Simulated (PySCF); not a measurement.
Isomers of C5H9FSe, one conformer each; single-point electronic energies without zero-point terms and without any empirical dispersion term.

Computed with PySCF at CAM-B3LYP/def2-SVPD, non-relativistic, each on one gas-phase PBE0-D3(BJ)/def2-SVP geometry that isn't relaxed in the solvent. The solvent is an IEF-PCM continuum (cavity from Bondi-type radii × 1.2). Specific hydrogen bonds and non-electrostatic terms are outside this model. Spin–orbit coupling is left out although an atom past zinc is present.

```
                  isomer  relative energy, gas (kJ/mol)  dipole (D)
`C[C@@H]1C[Se][C@]1(C)F`                            0.0        2.34
    `CC[C@@]1(F)CC[Se]1`                            6.9        2.30
```

**Question.** How do the relative energies look in dimethylsulfoxide (ε = 46.83)?

**Answer.** 
```
                  isomer  relative energy, solvent (kJ/mol)  E(solvent) − E(gas) (kJ/mol)  dipole in solvent (D)
`C[C@@H]1C[Se][C@]1(C)F`                                0.0                         -17.7                   3.31
    `CC[C@@]1(F)CC[Se]1`                                7.5                         -17.1                   3.32
```

The order is unchanged. Conformers: `[CH3:1][C@@H:2]1[CH2:3][Se:4][C@:5]1([CH3:6])[F:7]` with C1–C2–C3–Se4 -144°, C2–C3–Se4–C5 16°, C3–Se4–C5–C6 -139°, C1–C2–C5–Se4 145°; `[CH3:1][CH2:2][C@@:3]1([F:4])[CH2:5][CH2:6][Se:7]1` with C1–C2–C3–F4 60°, C2–C3–C5–C6 130°, C3–C5–C6–Se7 -10°, C5–C6–Se7–C3 8°, C2–C3–Se7–C6 -130°. `C[C@@H]1C[Se][C@]1(C)F` gains most from the continuum, and it has the largest gas-phase dipole. The gains span 0.6 kJ/mol, the gas-phase energies 6.9 kJ/mol.
